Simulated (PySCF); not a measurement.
**ECD: `C[C@H]1CS[Si@](C)(F)S1`, C4H9FS2Si**

Molfile (atoms numbered from 1):
```
C4H9FS2Si
     RDKit          3D

 17 17  0  0  0  0  0  0  0  0999 V2000
   -2.5150    1.0507    0.2068 C   0  0  0  0  0  0  0  0  0  0  0  0
   -1.3627    0.1202    0.5439 C   0  0  1  0  0  0  0  0  0  0  0  0
   -1.0178   -0.7810   -0.6250 C   0  0  0  0  0  0  0  0  0  0  0  0
    0.3391   -1.9347   -0.2214 S   0  0  0  0  0  0  0  0  0  0  0  0
    1.5146   -0.4810    0.8296 Si  0  0  2  0  0  4  0  0  0  0  0  0
    3.1636   -0.0097    0.0493 C   0  0  0  0  0  0  0  0  0  0  0  0
    1.8273   -1.0929    2.2951 F   0  0  0  0  0  0  0  0  0  0  0  0
    0.1163    1.1293    0.9970 S   0  0  0  0  0  0  0  0  0  0  0  0
   -2.2624    1.6657   -0.6538 H   0  0  0  0  0  0  0  0  0  0  0  0
   -3.4077    0.4720   -0.0213 H   0  0  0  0  0  0  0  0  0  0  0  0
   -2.7254    1.7053    1.0484 H   0  0  0  0  0  0  0  0  0  0  0  0
   -1.6048   -0.4828    1.4232 H   0  0  0  0  0  0  0  0  0  0  0  0
   -0.7187   -0.1924   -1.4933 H   0  0  0  0  0  0  0  0  0  0  0  0
   -1.8721   -1.4035   -0.8909 H   0  0  0  0  0  0  0  0  0  0  0  0
    3.6637    0.7393    0.6543 H   0  0  0  0  0  0  0  0  0  0  0  0
    3.0476    0.3891   -0.9531 H   0  0  0  0  0  0  0  0  0  0  0  0
    3.8073   -0.8816   -0.0054 H   0  0  0  0  0  0  0  0  0  0  0  0
  1  2  1  0
  2  3  1  0
  3  4  1  0
  4  5  1  0
  5  6  1  0
  5  7  1  1
  5  8  1  0
  8  2  1  0
  1  9  1  0
  1 10  1  0
  1 11  1  0
  2 12  1  1
  3 13  1  0
  3 14  1  0
  6 15  1  0
  6 16  1  0
  6 17  1  0
M  END
```

Computed with PySCF, TDDFT wB97X-D/def2-SVPD circular dichroism and optical rotation, one conformer, gas phase. Geometry: GFN2-xTB.

**Question.** Assign R or S to each stereocentre.

**Answer.** C2 S, Si5 S.

**Question.** Which excitations and rotatory strengths does the calculation give?

**Answer.** Rotatory strengths R in 10⁻⁴⁰ esu² cm², velocity form and length form (origin at the centre of mass); f in length form.
```tsv
state	E (eV)	λ (nm)	f	R (velocity)	R (length)	main
1	5.42	229	0.0009	+2.0	+2.2	HOMO→LUMO 0.86
2	5.73	217	0.001	-6.6	-5.5	HOMO−1→LUMO 0.78
3	6.75	184	0.026	+17.6	+18.1	HOMO→LUMO+1 0.34, HOMO→LUMO+2 0.33
4	6.85	181	0.040	+1.8	+1.8	HOMO→LUMO+2 0.28, HOMO→LUMO+1 0.24
5	7.02	177	0.0003	-2.2	-2.8	HOMO−2→LUMO 0.62, HOMO→LUMO+6 0.15
6	7.33	169	0.027	-11.8	-12.4	HOMO−1→LUMO+1 0.32, HOMO→LUMO+4 0.16
7	7.39	168	0.052	-38.7	-41.8	HOMO→LUMO+6 0.29, HOMO−2→LUMO 0.21
8	7.50	165	0.027	-6.8	-6.2	HOMO−1→LUMO+2 0.22, HOMO−1→LUMO+6 0.17
9	7.64	162	0.035	+14.0	+11.7	HOMO→LUMO+3 0.35, HOMO→LUMO+4 0.21
10	7.69	161	0.021	-24.5	-25.3	HOMO−3→LUMO 0.30, HOMO−1→LUMO+2 0.13
11	7.77	160	0.035	+23.1	+23.3	HOMO→LUMO+8 0.21, HOMO−1→LUMO+3 0.10
12	7.78	159	0.017	+23.3	+23.2	HOMO→LUMO+5 0.25, HOMO→LUMO+7 0.21
13	7.89	157	0.006	+2.1	+2.6	HOMO−3→LUMO 0.15, HOMO→LUMO+4 0.13
14	8.00	155	0.020	-15.6	-15.7	HOMO−1→LUMO+3 0.35, HOMO−1→LUMO+4 0.13
15	8.04	154	0.013	+33.1	+32.9	HOMO−1→LUMO+8 0.14, HOMO−1→LUMO+4 0.13
16	8.07	154	0.030	-20.2	-21.0	HOMO−1→LUMO+6 0.19, HOMO−3→LUMO 0.10
```

Among the states computed, the strongest CD band (largest |R|) is state 7. The largest dissymmetry factor in size, g = 4R/(D+G), with D and G the electric and magnetic dipole strengths, is -0.055 for state 5 (velocity form, f = 0.0004), among bands with |R| over 0.5. The mirror image has the same energies and oscillator strengths and all R with the opposite sign.
